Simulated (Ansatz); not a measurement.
`N[SiH](O)[SnH3]` + `[SiH3]S` → `N[SiH](O)S[SiH3]` + `[SnH4]`  (cleavage of the Si–Sn bond)

Gas-phase electronic energies from Ansatz, PBE0-D4/def2-TZVP geometries. CCSD(T)/CBS is the MP2 limit (def2-TZVPP, def2-QZVPP) plus CCSD(T) − MP2 in def2-TZVPP, frozen cores. DFT in def2-TZVPP. B3LYP here is the variant with VWN-RPA as its local correlation; programs differ in this. def2 core potentials past Kr. For Sn outer-core shells are correlated without core-valence functions, which leaves a few kJ/mol of doubt a bond. One conformer a species, not always the lowest.

| level | ΔE (kJ/mol) | difference from CCSD(T)/CBS |
| --- | --- | --- |
| PBE-D4 | -56.3 | 4.6 |
| r2SCAN-D4 | -65.8 | -4.9 |
| PBE0-D4 | -61.5 | -0.6 |
| B3LYP-D4 | -61.7 | -0.8 |
| ωB97X-V | -65.4 | -4.5 |
| ωB97M-V | -67.4 | -6.5 |
| B2PLYP | -61.1 | -0.2 |
| PBE | -51.8 | 9.1 |
| r2SCAN | -64.6 | -3.7 |
| PBE0 | -57.7 | 3.2 |
| B3LYP | -54.4 | 6.5 |
| HF/def2-TZVPP | -68.1 | -7.2 |
| MP2/def2-TZVPP | -69.3 | -8.4 |
| SCS-MP2/def2-TZVPP | -67.4 | -6.5 |
| CCSD/def2-TZVPP | -63.8 | -2.9 |
| CCSD(T)/def2-TZVPP | -65.0 | -4.1 |
| HF/def2-QZVPP | -67.7 | -6.8 |
| MP2/def2-QZVPP | -66.8 | -5.9 |
| SCS-MP2/def2-QZVPP | -65.3 | -4.4 |
| HF/CBS(def2) | -67.6 | -6.7 |
| MP2/CBS(def2) | -65.2 | -4.3 |
| CCSD/CBS(def2) | -59.7 | 1.2 |
| CCSD(T)/CBS | -60.9 | 0 |

Largest T1 diagnostic among the species: 0.013.

The D4 term adds −7.2 kJ/mol with B3LYP and −3.8 kJ/mol with PBE0; it sums over pairs of atoms, weighted by their polarisabilities, and B3LYP, whose exchange is more repulsive, gets the larger term. From PBE to PBE0 (25 % exact exchange), in def2-TZVPP and without D4, ΔE moves by −5.9 kJ/mol.
